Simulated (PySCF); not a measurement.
# One molecule, several mistakes: CClH6NSi

These are calculations, not measurements. The program is PySCF 2.14.0, an open-source quantum chemistry code, run on an isolated molecule that a program drew, which may never have been made. The molecule is CClH6NSi (charge 0, singlet), drawn as the SMILES string `C[SiH](N)Cl`.

Each row is a Hartree-Fock (HF) and frozen-core CCSD(T) single point in the cc-pV(D+d)Z basis, meant for a local HF minimum. Run 1 is clean. Each other run has one planted mistake out of seven kinds, and not every kind appears here: one electron removed, one electron added, multiplicity raised by two, geometry at a saddle point, minimal basis STO-3G, one bond length entered in bohr, all coordinates scaled. The reference is restricted for singlets and unrestricted otherwise, and also for a bond in bohr. Adding or removing an electron swaps singlet and doublet. Electrons count all cores. HOMO and LUMO are orbital energies over both spins, the gradient is its largest component, and the lowest frequency (negative if imaginary) is given only where the gradient is small. Bond lengths are over the 9 bonds as drawn. T1 is the CCSD diagnostic: over 0.02 (restricted) or 0.045 (unrestricted) a single reference is doubtful.

Geometry of the clean run:
```xyz
10
CClH6NSi, angstrom
C    -0.2574   -0.7077    0.3485
Si    0.1063    0.5734    1.6484
N     1.2917    1.6684    1.0926
Cl   -1.7159    1.5081    2.1123
H    -1.0284   -1.4000    0.6935
H    -0.6160   -0.2381   -0.5717
H     0.6461   -1.2775    0.1154
H     0.5731    0.0032    2.9220
H     1.6762    2.3352    1.7368
H     1.1852    2.0913    0.1886
```

| run | electrons | basis functions | <S^2> | HOMO (eV) | LUMO (eV) | gradient (hartree/bohr) | lowest frequency (cm^-1) | mean bond (Å) | longest bond (Å) | T1 | HF (hartree) | CCSD(T) (hartree) | mistake |
|---|---|---|---|---|---|---|---|---|---|---|---|---|---|
| 1 | 50 | 104 | 0.000 | -11.27 | 4.61 | 3.7e-05 | 163 | 1.3806 | 2.100 | 0.0090 | -844.35894 | -844.97903 | no fault |
| 2 | 50 | 34 | 0.000 | -9.05 | 9.74 | 2.2e-02 | - | 1.3806 | 2.100 | 0.0070 | -834.92015 | -835.10032 | minimal basis STO-3G |
| 3 | 50 | 104 | 0.713 | -11.29 | 2.50 | 1.7e-02 | - | 1.4886 | 2.100 | 0.0512 | -844.23024 | -844.84683 | one bond length entered in bohr |
| 4 | 50 | 104 | 2.008 | -2.82 | -0.40 | 6.5e-02 | - | 1.3806 | 2.100 | 0.0200 | -844.11456 | -844.71678 | multiplicity raised by two |
| 5 | 50 | 104 | 0.000 | -11.36 | 4.89 | 5.1e-02 | - | 1.3130 | 1.997 | 0.0082 | -844.33237 | -844.94541 | ? |
| 6 | 51 | 104 | 0.754 | 3.83 | 8.91 | 4.1e-02 | - | 1.3806 | 2.100 | 0.0204 | -844.20286 | -844.84828 | ? |

**Which mistake was planted in run 5, and what did it cost?**

The mean and the longest bond both change by the same factor, 0.951, and the gradient is no longer small. So the mistake is: all coordinates scaled. Subtracting run 1 and multiplying by 627.51 kcal/mol a hartree, the energy moved by 16.7 kcal/mol in HF and 21.1 kcal/mol in CCSD(T).

**Which mistake was planted in run 6, and what did it cost?**

It counts 51 electrons, one more than the clean run, at the same geometry and basis. So the mistake is: one electron added. Subtracting run 1 and multiplying by 627.51 kcal/mol a hartree, the energy moved by 97.9 kcal/mol in HF and 82.0 kcal/mol in CCSD(T).

Cautions from the logs. Run 3: T1 is over the limit, so its CCSD(T) energy is less reliable; run 6: the HOMO is above zero, so the electron isn't bound and the energy depends on the basis.
